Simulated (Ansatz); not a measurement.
Compare A (`N=[C]([SiH3])[GeH3]`) with its isomer B (`[CH2]1[SiH2][NH][GeH2]1`).

Calculated with Ansatz (gas phase, PBE0-D4/def2-TZVP geometries, no zero-point term in ΔE). CCSD(T)/CBS adds triple-zeta CCSD(T) − MP2 to the extrapolated MP2 energy (def2 sets, frozen cores). DFT in def2-TZVPP. B3LYP here is the variant with VWN-RPA as its local correlation; programs differ in this. For Ge outer-core shells are correlated without core-valence functions, which leaves a few kJ/mol of doubt a bond. Scalar relativity is left out up to krypton. Each species was taken in one conformer, which may not be the lowest.

(1) Which isomer does CCSD(T)/CBS put lower? Give the gap. (An estimate is asked.)

(2) Give E(B) − E(A) in kcal/mol with ωB97M-V, r2SCAN-D4, B2PLYP, B3LYP, PBE-D4, MP2/def2-TZVPP, HF/def2-TZVPP. (Best estimate.)

Largest T1 diagnostic: 0.013.

## Answers

(1) Ansatz gave: B, by 50.9 kcal/mol.

(2) Ansatz gave: ωB97M-V -50.9, r2SCAN-D4 -50.3, B2PLYP -48.4, B3LYP -45.0, PBE-D4 -46.5, MP2/def2-TZVPP -54.7, HF/def2-TZVPP -48.0. None reverses the order clearly.

In def2-TZVPP, CCSD(T) changes the Hartree–Fock value by −1.4 kcal/mol (the triples alone add +0.8 kcal/mol) and MP2 by −6.7 kcal/mol. From PBE to PBE0 (25 % exact exchange), in def2-TZVPP and without D4, E(B) − E(A) moves by −5.2 kcal/mol.
